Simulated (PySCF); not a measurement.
**AsH⁺: mean field, correlation and small terms against distance**

State: ²Π, doublet, unpaired electrons π ↑. ROHF-based CCSD(T) in PySCF 2.14 with As cc-pwCVDZ-PP with ECP10, H aug-cc-pVDZ and As cc-pwCVTZ-PP with ECP10, H aug-cc-pVTZ (frozen core orbitals: 4; scalar-relativistic core potentials). Correlation energies are extrapolated as n⁻³ (n = 2, 3), Hartree–Fock as (n+1)·exp(−9√n). All energies in eV from As⁺ + H.

```json
{"R (Å)": "1.3578", "HF/CBS": "-1.812", "CCSD corr.": "-1.011", "(T)": "-0.0290", "total": "-2.852"}
{"R (Å)": "1.4195", "HF/CBS": "-2.012", "CCSD corr.": "-1.008", "(T)": "-0.0311", "total": "-3.051"}
{"R (Å)": "1.4813", "HF/CBS": "-2.098", "CCSD corr.": "-1.010", "(T)": "-0.0337", "total": "-3.142"}
{"R (Å)": "1.5430", "HF/CBS": "-2.097", "CCSD corr.": "-1.018", "(T)": "-0.0368", "total": "-3.152"}
{"R (Å)": "1.6047", "HF/CBS": "-2.030", "CCSD corr.": "-1.030", "(T)": "-0.0405", "total": "-3.101"}
{"R (Å)": "1.6818", "HF/CBS": "-1.878", "CCSD corr.": "-1.052", "(T)": "-0.0460", "total": "-2.976"}
{"R (Å)": "1.7590", "HF/CBS": "-1.670", "CCSD corr.": "-1.081", "(T)": "-0.0524", "total": "-2.803"}
```

A fit to the total gives Re = 1.5205 Å, De = 3.157 eV, ωe = 2199.4 cm⁻¹, Be = 7.333 cm⁻¹ (masses 74.9216 and 1.0078 u).

**Question.** At R = 1.5430 Å the CCSD correlation energy is -0.330025 hartree in the smaller basis and -0.542563 in the larger. Extrapolate it.

**Answer.** (3³·E3 − 2³·E2)/(3³ − 2³) = -0.63205 hartree; the larger basis holds 85.8 % of it.

The T1 diagnostic is 0.013. The state was picked by a PBE0 search and need not be the measured ground state. Spin–orbit coupling, excitations beyond (T) and corrections to the Born–Oppenheimer picture are left out.
